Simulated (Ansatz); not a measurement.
One change: `C[O][AlH][NH2]` becomes `C[O][Al]([NH2])[O]C`.

Ansatz, PBE0-D4/def2-TZVP geometries, multiplicity 1. Each molecule was computed in one conformer, which needn't be the lowest.

| property | `C[O][AlH][NH2]` |
| --- | --- |
| LUMO energy (B3LYP/def2-TZVPP) / eV | -0.07 |
| HOMO–LUMO gap (PBE0/def2-TZVPP) / eV | 7.45 |
| HOMO energy (PBE/def2-TZVPP) / eV | -5.89 |
| LUMO energy (PBE/def2-TZVPP) / eV | -0.61 |
| LUMO energy (PBE0/def2-TZVPP) / eV | 0.15 |
| HOMO energy (ωB97M-V/def2-TZVPP) / eV | -9.69 |

**Question.** Give the same properties after the change, and the shifts. (Estimate.)

**Answer.** Ansatz gave: 
| property | `C[O][Al]([NH2])[O]C` | shift |
| --- | --- | --- |
| LUMO energy (B3LYP/def2-TZVPP) / eV | -0.23 | -0.16 |
| HOMO–LUMO gap (PBE0/def2-TZVPP) / eV | 7.19 | -0.26 |
| HOMO energy (PBE/def2-TZVPP) / eV | -5.69 | 0.20 |
| LUMO energy (PBE/def2-TZVPP) / eV | -0.80 | -0.19 |
| LUMO energy (PBE0/def2-TZVPP) / eV | 0.07 | -0.08 |
| HOMO energy (ωB97M-V/def2-TZVPP) / eV | -9.52 | 0.17 |

With PBE0 the HOMO rises by 0.18 eV and the LUMO falls by 0.08 eV, so the gap narrows by about 0.26 eV. PBE moves the HOMO by 0.20 eV and ωB97M-V by 0.17 eV.

B3LYP here is the variant with VWN-RPA as its local correlation; programs differ in this.
